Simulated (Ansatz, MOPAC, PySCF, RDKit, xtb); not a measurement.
Dimer: HCl (SMILES Cl) (first 2 atoms) with C2H2 (SMILES C#C); geometry from B3LYP-D3(BJ)/def2-TZVP, rigid monomers moved along the line of their centres of mass till H2···C4 is 2.16 Å.
(charge 0, multiplicity 1):
```xyz
6

Cl    -0.118     0.538    -0.467
H     -0.124     0.344     0.811
C     -0.551    -0.384     2.798
C      0.295     0.454     2.925
H     -1.303    -1.129     2.690
H      1.046     1.197     3.042
```

| level | interaction energy (kcal/mol) | minus CCSD(T)/CBS(aug-cc-pV(D+d)Z, aug-cc-pV(T+d)Z) | cost |
|---|---|---|---|
| UFF | 21.21 | 23.37 | - |
| PM3 | -1.25 | 0.91 | - |
| PM7 | -2.17 | -0.02 | - |
| GFN2-xTB | -2.58 | -0.42 | - |
| HF/STO-3G (no counterpoise) | -0.91 | 1.25 | - |
| HF/6-31G* | 0.97 | 3.13 | - |
| HF/aug-cc-pV(D+d)Z | 1.22 | 3.38 | - |
| PBE/def2-TZVPPD | -2.48 | -0.32 | ×1 |
| PBE-D4/def2-TZVPPD | -3.42 | -1.26 | ×1 |
| BP86/6-31G* (no counterpoise) | -2.93 | -0.78 | - |
| r2SCAN/def2-TZVPPD | -2.77 | -0.61 | ×2 |
| r2SCAN-D3(BJ)/def2-TZVPPD | -3.11 | -0.95 | ×2 |
| r2SCAN-D4/def2-TZVPPD | -3.04 | -0.88 | ×2 |
| B3LYP/3-21G (no counterpoise) | -3.48 | -1.33 | - |
| B3LYP/6-31G* | -1.70 | 0.46 | - |
| B3LYP/def2-TZVPPD | -1.05 | 1.11 | ×2 |
| wB97M-V/def2-TZVPPD | -2.22 | -0.06 | ×4 |
| MP2/aug-cc-pV(D+d)Z | -1.64 | 0.52 | - |
| MP2/aug-cc-pV(T+d)Z | -2.57 | -0.41 | - |
| CCSD(T)/CBS(aug-cc-pV(D+d)Z, aug-cc-pV(T+d)Z) | -2.16 | 0.00 | ×50* |

 The comparison column counts from a level with limits of its own.

The rows run from -3.48 (B3LYP/3-21G (no counterpoise)) to 21.21 kcal/mol (UFF). From aug-cc-pV(D+d)Z to aug-cc-pV(T+d)Z MP2 changes by -0.93. The dispersion term adds -0.94 in PBE-D4, -0.34 in r2SCAN-D3(BJ), -0.27 in r2SCAN-D4. The 4 functionals in def2-TZVPPD without D3 or D4 span 1.72, from r2SCAN to B3LYP.

Interaction energies are E(AB) − E(A) − E(B) at the monomers' geometry in the complex; basis-set methods are counterpoise corrected. Rows marked so take none. RDKit's UFF carries no charges.

Cores are frozen in the correlated methods. CBS(a, b) extrapolates the correlation energy as X⁻³ and adds the Hartree–Fock energy of set b. Rows in 3-21G, 6-31G*, STO-3G carry no dispersion term and start afresh at each structure (6-31G* with six Cartesian d functions). The state that PM3, PM7 reach isn't checked; PM7 holds dispersion and hydrogen-bond terms.

Run with Ansatz (a first-principles code) with Gaussian orbitals; MOPAC for PM3, PM7 (differences of heats of formation); PySCF for 3-21G rows, 6-31G* rows, STO-3G rows, the dispersion terms; RDKit for the force fields; xtb for the GFN methods. Values without a source in brackets are computed.

Costs are rough ratios of core time to PBE/def2-TZVPPD (about 2.3 s over the structures, on one shared machine); a dash marks a level with no comparable run of its own. A star marks coupled-cluster runs past 200 virtual orbitals, where the program's memory plan changes under this machine's limit, so their costs aren't comparable with smaller runs.
